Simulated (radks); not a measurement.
All-electron atom: Nd I in [Kr] 4d10 4f4 5s2 5p5 6s2 5d1 (not the ground configuration). Method: Dirac Kohn-Sham, BLYP, spin-unpolarised, spherical densities, point nucleus; open shells fill j = l - 1/2 first; computed with a radial shooting solver on a logarithmic mesh with Libxc functionals.

X-ray form factor f0, the Fourier transform of the density (f0(0) = 60):

| sin(theta)/lambda (1/angstrom) | f0 (electrons) |
|---|---|
| 0.05 | 58.497 |
| 0.1 | 55.240 |
| 0.15 | 51.758 |
| 0.2 | 48.410 |
| 0.25 | 45.200 |
| 0.3 | 42.179 |
| 0.4 | 36.896 |
| 0.5 | 32.576 |
| 0.6 | 28.966 |
| 0.8 | 23.341 |
| 1 | 19.532 |
| 1.25 | 16.500 |
| 1.5 | 14.292 |
| 2 | 10.471 |
